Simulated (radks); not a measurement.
Values are calculated unless marked as measured or tabulated.
Ionisation of Te2+, [Kr] 4d10 5s2 5p2, to Te3+, [Kr] 4d10 5s2 5p1, under several functionals. Scalar-relativistic Kohn-Sham, spin-polarised, spherical densities, point nucleus; open shells are filled with parallel spins first (spin-orbit coupling, left out, can overturn this in heavy ions); a radial shooting solver on a logarithmic mesh with Libxc functionals.

functional	E(Te2+) (hartree)	Exc (hartree)	IE (eV)	-e(HOMO) (eV)	<r> HOMO (bohr)	IE error (eV)
exchange-only PBE	-6790.80108	-172.25094	26.717	22.257	2.359	-1.123
exchange-only LDA	-6782.96312	-164.34778	26.684	22.201	2.350	-1.156
exchange-only B88	-6791.58884	-173.04870	26.762	22.292	2.352	-1.078
PBE	-6793.49851	-174.98693	27.535	23.057	2.332	-0.305
LDA (Slater exchange, Perdew-Zunger correlation)	-6787.84173	-169.28292	27.712	23.164	2.325	-0.128
AM05	-6788.10469	-169.55446	27.557	23.061	2.324	-0.283
Wu-Cohen GGA	-6792.72005	-174.20131	27.616	23.110	2.326	-0.224

NIST Atomic Spectra Database: 27.84 eV (measured). Closest: LDA (Slater exchange, Perdew-Zunger correlation). The Delta-SCF values span 1.03 eV, the total energies 10.54 hartree. The highest occupied level is 5p. Open shells are spherical and high-spin; term and fine-structure splittings are not resolved. Spin-orbit splitting is averaged out at the scalar-relativistic level.
